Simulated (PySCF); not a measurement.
**Removing an electron from `CC#[N+][AlH2-][c]1cccs1`**

Compound: C₆H₈AlNS.
Structure used (PBE0-D3(BJ)/def2-SVP), in Å, numbered top down from 1:
```xyz
17
C6H8AlNS angstrom
C      0.3195    3.5302   -1.1416
C      0.1253    2.5474   -0.1003
N     -0.0349    1.7572    0.7214
Al    -0.3493    0.2258    2.0321
C     -0.4721   -1.2434    0.7230
C      0.4936   -2.1708    0.3737
C      0.0922   -3.0884   -0.6373
C     -1.1912   -2.8598   -1.0660
S     -1.8889   -1.5376   -0.2244
H      1.3147    3.9866   -1.0428
H      0.2408    3.0431   -2.1241
H     -0.4483    4.3130   -1.0621
H     -1.7130    0.7331    2.6957
H      1.0136    0.2656    2.8681
H      1.4800   -2.1919    0.8434
H      0.7228   -3.8888   -1.0291
H     -1.7547   -3.4094   -1.8197
```

Level: CAM-B3LYP/def2-SVPD (PySCF). Frontier orbitals with their largest atomic shares (Löwdin; up to four atoms above 4 %):

| orbital | ε (eV) | main atoms |
| --- | --- | --- |
| HOMO−3 | -9.07 | C5 31 %, Al4 26 %, H13 12 %, H14 9 % |
| HOMO−2 | -8.75 | Al4 36 %, H14 28 %, H13 26 % |
| HOMO−1 | -7.88 | S9 43 %, C7 20 %, C6 17 %, C8 9 % |
| HOMO | -7.48 | ? |
| LUMO | 0.15 | N3 33 %, C2 31 %, C1 13 %, H11 8 % |
| LUMO+1 | 0.21 | N3 35 %, C2 33 %, C1 14 %, H10 6 % |
| LUMO+2 | 0.24 | C1 35 %, C2 21 %, H12 10 %, H10 10 % |

Problem. What vertical ionisation energy does ΔSCF give, and how far is −ε(HOMO) from it?

Solution. ΔSCF: 8.07 eV (778 kJ/mol; threshold wavelength 154 nm); ⟨S²⟩ of the doublet left behind is 0.769, against 0.75 for a pure doublet. −ε(HOMO) is 7.48 eV, 0.59 eV below it. For the exact functional −ε(HOMO) would equal the first vertical ionisation energy; CAM-B3LYP (range-separated hybrid) falls short of its own ΔSCF value by 7 %. Holes in the HOMO−1 and HOMO−2 were tried too where these lie within 1.2 eV of the HOMO; the lowest converged state counts.

Problem. On which atoms does the HOMO lie?

Solution. C5 (substituted aromatic carbon) 29 %, C8 (aromatic CH next to a ring sulfur) 26 %, C6 (aromatic CH carbon) 17 %, C7 (aromatic CH carbon) 13 %, so no atom holds as much as 40 %. The HOMO−1 lies 0.40 eV lower.

Problem. What total energies stand behind the ΔSCF value?

Solution. E(N) = -928.27187 Eh and E(N − 1) = -927.97546 Eh at the same geometry, 0.29641 Eh apart.

Problem. How many of the 10 lowest singlet excitations (vertical TDDFT, same level) lie below the ionisation energy?

Solution. All 10; they run from 5.35 to 6.31 eV.

Problem. What kinetic energy would electrons from this vertical process carry with He I light (21.218 eV)?

Solution. 21.22 − 8.07 = 13.15 eV.

Problem. With α = 123.3 au, estimate the like-pair dispersion coefficient by London's formula C6 = (3/4)α²I.

Solution. I = 0.2964 Eh, so C6 ≈ 3380 au, a rough estimate.

Geometry: PBE0-D3(BJ)/def2-SVP, one conformer, isolated molecule.
